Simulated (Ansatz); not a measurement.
Relative stability

The two ends of one reaction step of SiH4Cl3OF, singlet (PBE0-D4/def2-TZVP).

A:

Si1  (-0.301, -1.558, 0.061)
H2  (0.900, -1.189, 0.806)
Cl3  (-0.001, -1.743, -1.935)
Cl4  (-0.981, -3.347, 0.756)
Cl5  (-1.826, -0.211, 0.403)
H6  (1.008, 1.737, -0.103)
O7  (1.221, 0.944, -0.609)
H8  (-0.873, 1.689, 1.007)
F9  (-0.374, 2.464, 1.145)
H10  (1.228, 1.214, -1.530)
(Å)

B:

```xyz
10
angstrom
Si -0.2732 -1.0195 -0.9512
H -0.4579 0.1517 2.6732
Cl -0.0213 -1.7520 -2.8209
Cl 0.0376 -2.5174 0.3728
Cl -2.1058 -0.2283 -0.7291
H 0.4155 1.7557 0.0374
O 0.7781 0.2041 -0.6839
H -0.3557 0.8248 2.3656
F 0.2638 2.5669 0.4744
H 1.7189 0.0141 -0.7382
```

Computed with Ansatz 0.2.0 (basis: def2-TZVPP); correlated methods freeze the cores. B3LYP uses VWN-RPA correlation.

(1) Which structure is lower at CCSD(T), and by how much? (An estimate is asked for; the value comes from the calculation.)

T1 diagnostic: at most 0.010.

## Answers

(1) By the calculation: B, by 0.787 eV (electronic energy, against the other). By their contacts, A is a complex of SiHCl₃ ([Cl][SiH]([Cl])[Cl]) + H₂O + HF and B is a complex of SiHCl₃O ([OH][Si]([Cl])([Cl])[Cl]) + HF + H₂.

All methods give the same order:

```tsv
method	E(B) − E(A) (eV)
SPW92	-0.651
PBE-D4	-0.706
BLYP-D4	-0.771
r2SCAN-D4	-0.814
B97M-V	-0.815
PBE0-D4	-0.727
B3LYP-D4	-0.777
r2SCAN0-D4	-0.804
BHLYP-D4	-0.793
CAM-B3LYP-D4	-0.783
wB97X-V	-0.765
wB97M-V	-0.767
B2PLYP	-0.790
PBE-QIDH	-0.781
RPA on PBE	-0.775
HF	-0.816
MP2	-0.843
CCSD	-0.777
CCSD(T)	-0.787
```

Labels in which every atom is bracketed show which atoms are joined, not bond orders.

For scale, one of the runs: CCSD(T)/def2-TZVPP, 286 basis functions, launched by `ansatz run in.yaml --threads 8 --pin off --events-out ev --progress --plain --max-ram 19148MiB`. The run took 4.2 min on 8 CPU threads of an Arm Neoverse V1 (shared host), with 8.3 GiB of host memory at its peak.
